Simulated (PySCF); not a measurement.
# Zn: excitation energy

Zn [Ar] 3d10 4s2 (1S) → Zn [Ar] 3d10 4s1 4p1 (3P), as a difference of total energies. Calculation: PySCF 2.14, in aug-cc-pVTZ-PP with ECP10MDF (6s6p5d3f2g, 88 functions); a scalar-relativistic core potential. Correlated levels: valence: 3s2 3p6 frozen. The calculations carry no spin-orbit coupling.

```
           method  excitation energy (eV)  error (eV)
              UHF                   2.719      -1.335
              LDA                   4.507      +0.453
              PBE                   4.233      +0.179
             PBE0                   3.924      -0.130
           r2SCAN                   3.961      -0.093
          r2SCANh                   3.886      -0.168
        CAM-B3LYP                   4.185      +0.131
             BLYP                   4.507      +0.453
            B3LYP                   4.284      +0.230
    MP2 (valence)                   3.889      -0.165
SCS-MP2 (valence)                   3.994      -0.060
```

Reference: 4.054 eV (measured; NIST levels, between the centres of gravity of the two terms).

Errors of the correlated levels include the incompleteness of this basis and the frozen core.
